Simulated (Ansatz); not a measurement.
`[AlH2][S]BS` + H₂ → `BS` + `[AlH2][SH]` at 600 K and 1 bar (hydrogenolysis of a B–S bond).

Isolated molecules relaxed with PBE0-D4/def2-TZVP in Ansatz; ΔE leaves out vibrations. CCSD(T)/CBS is the MP2 limit (def2-TZVPP, def2-QZVPP) plus CCSD(T) − MP2 in def2-TZVPP, frozen cores. This one scheme is used for every species. One conformer a species, not always the lowest.

```json
{"species": "`[AlH2][S]BS`", "CCSD(T)/CBS energy (Eh)": "-1064.83957", "H − E (kJ/mol)": "158.1", "S (J/(mol·K))": "423.9"}
{"species": "H₂", "CCSD(T)/CBS energy (Eh)": "-1.17544", "H − E (kJ/mol)": "43.9", "S (J/(mol·K))": "150.8"}
{"species": "`BS`", "CCSD(T)/CBS energy (Eh)": "-424.38198", "H − E (kJ/mol)": "108.7", "S (J/(mol·K))": "286.1"}
{"species": "`[AlH2][SH]`", "CCSD(T)/CBS energy (Eh)": "-641.61836", "H − E (kJ/mol)": "94.5", "S (J/(mol·K))": "317.9"}
```

H − E and S are ideal-gas, rigid-rotor, harmonic terms from PBE0-D4/def2-TZVP, for one conformer and one mirror image of each species. The MP2-based limit puts H₂ 0.8 mEh under its directly extrapolated value; such offsets cancel only in part. 1 Eh = 2625.50 kJ/mol, R = 8.31446 J/(mol·K).

Question: By hand: ΔE, ΔH, ΔS and ΔG.

Answer: ΔE = (-424.38198) + (-641.61836) − (-1064.83957) − (-1.17544) = 0.01467 Eh = 38.5 kJ/mol. Δ(H − E) = 108.7 + 94.5 − 158.1 − 43.9 = 1.2, so ΔH = 39.7 kJ/mol. ΔS = 286.1 + 317.9 − 423.9 − 150.8 = 29.3 J/(mol·K). ΔG = 39.7 − 600 × (29.3)/1000 = 22.1 kJ/mol.

Question: By hand: the equilibrium constant, and the temperature at which ΔG would vanish if ΔH and ΔS stayed fixed.

Answer: log₁₀ K = −ΔG/(RT ln 10) = -1.9. ΔG = 0 at ΔH/ΔS = 1355 K.

TΔS isn't small against ΔH here. A doubt of 5 kJ/mol in ΔE shifts log₁₀ K by 0.4 here. Other conformers and mirror images would add mixing entropy, several J/(mol·K) or more a flexible species. These are equilibria of isolated gas molecules and say nothing of rates. Largest T1 diagnostic: 0.015 (customary marks: 0.02 for closed shells, 0.045 for open ones).
